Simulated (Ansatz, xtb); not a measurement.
Two conformers of C2H2OSn

Structure I: `O=C=[CH][SnH]`, a singlet. Structure II: `O=C=[CH][SnH]`, a singlet. Both are isolated molecules in the gas phase, relaxed with r2SCAN-D4/def2-SVP.

I (Å):

```yaml
atoms:
  - { symbol: C, position_ang: [-0.3622, -1.4614, 0.4299] }
  - { symbol: C, position_ang: [-1.5455, -1.9411, 0.7589] }
  - { symbol: O, position_ang: [0.7121, -1.1299, 0.1188] }
  - { symbol: Sn, position_ang: [-1.8746, -4.0793, 0.6117] }
  - { symbol: H, position_ang: [-2.3384, -1.2698, 1.0975] }
  - { symbol: H, position_ang: [-3.5460, -3.8347, 1.1862] }
```

II (Å):

```xyz
6

C    -1.3774   -1.5530   -0.0302
C    -0.8734   -2.7015    0.3832
O    -1.8694   -0.5420   -0.3404
Sn   -1.7823   -3.5715    2.1310
H    -0.0404   -3.1743   -0.1419
H    -2.9230   -2.2057    2.2412
```

**Question.** Estimate which is lower in electronic energy at CCSD(T)/def2-TZVP, and by roughly how much.

**Answer.** The CCSD(T)/def2-TZVP calculation puts structure II lower, by 1.39 kcal/mol.

The same difference at several levels:

```csv
level,geometry,E(II) − E(I) (kcal/mol),departure from the last row (kcal/mol),"job, with rough time for the two"
r2SCAN-D4/def2-SVP,r2SCAN-D4/def2-SVP,−1.78,−0.39,"optimisation, 23 s"
HF/def2-TZVP,r2SCAN-D4/def2-SVP,−0.70,+0.69,part of the CCSD(T) run
MP2/def2-TZVP,r2SCAN-D4/def2-SVP,−1.61,−0.22,part of the CCSD(T) run
CCSD(T)/def2-TZVP,r2SCAN-D4/def2-SVP,−1.39,,"single point, 71 s"
```

The levels shown agree on the order. The largest departure from CCSD(T)/def2-TZVP is that of HF/def2-TZVP, 0.69 kcal/mol. Levels run at GFN2-xTB geometries aren't shown.

With harmonic frequencies from r2SCAN-D4/def2-SVP (ideal gas, rigid rotor, one conformer each, 298.15 K, 1 atm): the zero-point term adds +0.18 kcal/mol; ΔH is −1.28 and ΔG −1.07 kcal/mol.

The correlated steps freeze 7 core orbitals; the filled d shell of Sn is correlated, in a basis made for valence electrons. Atoms past krypton carry core potentials in the def2 sets and no spin–orbit term is included. Programs: Ansatz 0.2.0; the last row on 2 threads of Intel(R) Xeon(R) Processor @ 2.70GHz on a shared host.
